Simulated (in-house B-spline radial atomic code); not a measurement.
RPA and G0W0 on wB97X: Mn7+

Configuration [Ne] 3s2 3p6, mean-field start wB97X. Computed with a B-spline radial code for spherical atoms: all electrons, non-relativistic, point nucleus, each spin shell either full or empty, empty states to l = 9 with an (l + 1/2)⁻⁴ tail; G0W0 by contour deformation at full frequency.

Command:
```bash
python run_gw.py task.json out
```
Settings (radii: box in bohr, nucleus in fm):
```
Z                        25
electrons                18
configuration            [Ne] 3s2 3p6
hamiltonian              nr
method                   wb97x
lmax                     9
spin_polarised           False
box_radius               8.41
intervals                48
```

Cost of the run: 1.6 s on 1 thread of Intel(R) Xeon(R) Platinum 8488C (shared host).

Energies (hartree):

```csv
term,value
mean-field total,-1136.44114
Hartree-Fock functional on these orbitals,-1135.55318
direct second order,-1.3522
second-order exchange,0.4516
SOSEX correction,0.41763
```

**Question.** What is the RPA correlation energy, and what remains with SOSEX?

**Answer.** RPA gives -1.2051 hartree (-1.82 eV per electron); RPA + SOSEX gives -0.78752, and the second-order doubles -0.9006 hartree (no singles). RPA lacks exchange-type terms and so overcorrelates at short range.

Quasi-particle levels (eV):

```csv
level,occupied,mean field,Σx - vxc,Σc,QP weight,G0W0
3p,yes,-188.50,-6.70,?,?,?
3d,no,-126.35,9.67,-3.15,0.976,-119.84
```

G0W0 = mean field + (Σx - vxc) + Σc, with Σc (partial-wave tail included) taken at the quasi-particle energy. Only the outer levels were computed. Levels of low weight are left out.

**Question.** Where does G0W0 put 3p?

**Answer.** At -195.72 eV, with Σc = -0.52 eV and a quasi-particle weight of 0.967. The tabulated removal energy is 195.5 ± 0.3 eV (NIST, semi-empirical); the calculation leaves out relativity, Breit and QED terms, and what these don't explain is the method's own error.
